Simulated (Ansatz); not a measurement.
Cost and result for the atomization energy of CH₄BrClGe, SMILES `Cl[CH]([GeH3])Br` (8 atoms, 7 bonds).

```xyz
8

Cl   -1.921    1.014   -0.659
C    -0.270    0.406   -0.823
Ge    0.385   -0.294    0.907
Br   -0.147   -0.983   -2.177
H     0.337    1.225   -1.199
H     0.309    0.847    1.933
H     1.834   -0.759    0.716
H    -0.528   -1.457    1.302
```

The species carries charge 0 and has multiplicity 1. Correlated methods include outer-core shells of Br, Ge, which these sets cover unevenly. Scalar relativity is left out up to krypton. Geometry: relaxed with PBE0-D4/def2-TZVP. Program: Ansatz. All runs use 4 threads of a server CPU on a shared host. Times are those of one run each, without the atoms' runs, and a repeat can differ threefold. Electronic energies, without spin–orbit coupling; frozen cores. CCSD(T)/CBS adds CCSD(T) − MP2 in def2-TZVPP to the MP2 limit, and its time is that of the two runs behind it. T1 = 0.010. With those shells the extrapolation isn't a true limit. B3LYP takes the VWN-RPA correlation (the form of Gaussian; ORCA's B3LYP/G). HSE06 is the plane-wave form, built on full-range PBE exchange.

CCSD(T)/CBS is a level of theory with its own doubt, some kJ/mol a heavy atom from the limit and from the frozen cores, so smaller differences don't rank the functionals.

```tsv
level	functions	wall time
revPBE-D4/def2-TZVPP	225	1.9 s
PBE0-D4/def2-TZVPP	225	3.4 s
BHLYP-D4/def2-TZVPP	225	3.4 s
HSE06-D4/def2-TZVPP	225	3.8 s
r2SCAN-D4/def2-TZVPP (with forces)	225	4.4 s
B3LYP-D4/def2-TZVPP (with forces)	225	5 s
PBE-QIDH/def2-TZVPP	225	6 s
CCSD(T)/def2-SVP	116	7.5 s
ωB97X-V/def2-TZVPP	225	8 s
ωB97M-V/def2-TZVPP (with forces)	225	11 s
MP2/def2-QZVPP	425	24 s
CCSD(T)/def2-TZVPP	225	110 s
CCSD(T)/CBS(def2)	–	2.3 min
```

Question: What atomization energy does each give, and how far from CCSD(T)/CBS? (An estimate is asked.)

Answer: Ansatz gave: 
| level | atomization (kcal/mol) | difference from CCSD(T)/CBS | per bond |
| --- | --- | --- | --- |
| revPBE-D4/def2-TZVPP | 531.8 | -9.7 | -1.4 |
| PBE0-D4/def2-TZVPP | 537.4 | -4.1 | -0.6 |
| BHLYP-D4/def2-TZVPP | 518.0 | -23.5 | -3.4 |
| HSE06-D4/def2-TZVPP | 537.6 | -3.9 | -0.6 |
| r2SCAN-D4/def2-TZVPP (with forces) | 540.4 | -1.1 | -0.2 |
| B3LYP-D4/def2-TZVPP (with forces) | 531.4 | -10.1 | -1.5 |
| PBE-QIDH/def2-TZVPP | 535.9 | -5.6 | -0.8 |
| CCSD(T)/def2-SVP | 501.0 | -40.5 | -5.8 |
| ωB97X-V/def2-TZVPP | 540.0 | -1.5 | -0.2 |
| ωB97M-V/def2-TZVPP (with forces) | 535.0 | -6.5 | -0.9 |
| MP2/def2-QZVPP | 542.2 | 0.7 | 0.1 |
| CCSD(T)/def2-TZVPP | 527.1 | -14.4 | -2.1 |
| CCSD(T)/CBS(def2) | 541.5 | 0.0 | 0.0 |

From PBE to PBE0 (25 % exact exchange), in def2-TZVPP and without D4, the atomization energy moves by −7.3 kcal/mol: exact exchange takes away binding that semilocal exchange gives to molecules. Leaving LDA and LC-ωPBE aside and taking each functional with its dispersion term where it has one, the values, not all of them listed here, spread over 27.4 kcal/mol, from BHLYP-D4 to PBE-D4. LDA lies +83.6 kcal/mol from PBE without D4, its usual overbinding. In def2-TZVPP, CCSD(T) changes the Hartree–Fock value by +151.8 kcal/mol (the triples alone add +10.4 kcal/mol) and MP2 by +158.6 kcal/mol; breaking electron pairs costs correlation energy, which Hartree–Fock lacks.
